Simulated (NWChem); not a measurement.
Species: SiHCl3; SMILES Cl[SiH](Cl)Cl

```xyz
5

Si     0.0000     0.0000     0.5008
Cl    -0.5022    -1.8590    -0.1877
Cl    -1.3589     1.3644    -0.1877
Cl     1.8610     0.4946    -0.1877
H      0.0000     0.0000     1.9775
```
Atoms are numbered in this order, from 1.

Coordinates come from a PBE0/def2-SVP optimisation.

List the 6 lowest vertical singlet excitations from Hartree-Fock/aug-cc-pVDZ, CIS (NWChem).


```csv
state,energy (eV),oscillator strength,leading excitation (squared amplitude)
S1,9.04,0.000,HOMO → LUMO+7 (0.26)
S2,9.20,0.014,HOMO−2 → LUMO+7 (0.17)
S3,9.20,0.014,HOMO−3 → LUMO+7 (0.17)
S4,9.43,0.145,HOMO−1 → LUMO+7 (0.29)
S5,9.62,0.058,HOMO → LUMO+3 (0.18)
S6,9.62,0.058,HOMO → LUMO+2 (0.18)
```
